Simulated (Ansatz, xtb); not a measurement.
# Two structures of F2InNO

Structure I: the triplet with the links of `O=[N][In]([F])[F]`. Structure II: a singlet given by its coordinates. Both are gas-phase species (loosely bound parts included), relaxed with B3LYP-D3(BJ)/def2-SVP; the shapes shown needn't be the lowest conformers.

I (Å):

```xyz
5

F     0.0424   -0.2266    1.7653
F    -1.5547   -1.6320   -0.9055
In   -0.7708   -0.0800   -0.0132
N    -0.8639    1.7957   -1.1197
O    -0.4487    2.8553   -0.7628
```

II (Å):

```yaml
atoms:
  - { symbol: F, position_ang: [-0.0244, -0.8101, 1.9787] }
  - { symbol: F, position_ang: [-1.5354, -1.5334, -0.8786] }
  - { symbol: In, position_ang: [-0.6678, -0.1274, 0.2275] }
  - { symbol: N, position_ang: [-0.4380, 3.1429, -1.0485] }
  - { symbol: O, position_ang: [-0.8020, 2.0885, -1.2775] }
```

Close contacts (Å): F1–In3 1.99, F2–In3 1.99, In3–O5 2.68, N4–O5 1.14.

**Question.** Which of the two would you expect CCSD(T)/def2-SVP + ΔMP2/def2-TZVPP electronic energies to favour?

**Answer.** Structure I; the calculation gives E(II) − E(I) = +0.100 eV.

Level by level:

| level | geometry | E(II) − E(I) (eV) | departure from the last row (eV) | job, with rough time for the two |
| --- | --- | --- | --- | --- |
| B3LYP-D3(BJ)/def2-SVP | B3LYP-D3(BJ)/def2-SVP | +0.736 | +0.636 | optimisation, 5.3 min |
| HF/def2-SVP | B3LYP-D3(BJ)/def2-SVP | +2.557 | +2.457 | part of the CCSD(T) run |
| MP2/def2-SVP | B3LYP-D3(BJ)/def2-SVP | +0.675 | +0.575 | part of the CCSD(T) run |
| CCSD(T)/def2-SVP | B3LYP-D3(BJ)/def2-SVP | +0.320 | +0.220 | single point |
| CCSD(T)/def2-SVP + ΔMP2/def2-TZVPP | B3LYP-D3(BJ)/def2-SVP | +0.100 |  | single point, 3.5 min |

The levels shown agree on the order. The largest departure from CCSD(T)/def2-SVP + ΔMP2/def2-TZVPP is that of HF/def2-SVP, 2.457 eV. At CCSD(T)/def2-SVP + ΔMP2/def2-TZVPP a singlet with the links of I lies below this triplet. Levels run at GFN2-xTB geometries aren't shown. The last row adds to CCSD(T) the change of the MP2 difference between the two basis sets, here −0.220 eV, a large step that makes the value less sure.

With harmonic frequencies from B3LYP-D3(BJ)/def2-SVP (ideal gas, rigid rotor, one conformer each, 298.15 K, 1 atm): on the last row, ΔE + ΔZPE = +0.098 eV. A mode under 50 cm⁻¹ makes harmonic enthalpies and free energies unreliable, so none is given.

The T1 diagnostic of structure II is large, so the coupled-cluster value is less sure. Open shells are spin-unrestricted. The correlated steps freeze 8 core orbitals; the filled d shell of In is correlated, in a basis made for valence electrons. Atoms past krypton carry core potentials in the def2 sets and no spin–orbit term is included. ΔG holds the spin degeneracy. Codes used: Ansatz 0.2.0; the last row on 1 thread of Intel(R) Xeon(R) Processor @ 2.50GHz (Skylake/Cascade Lake) on a shared host.
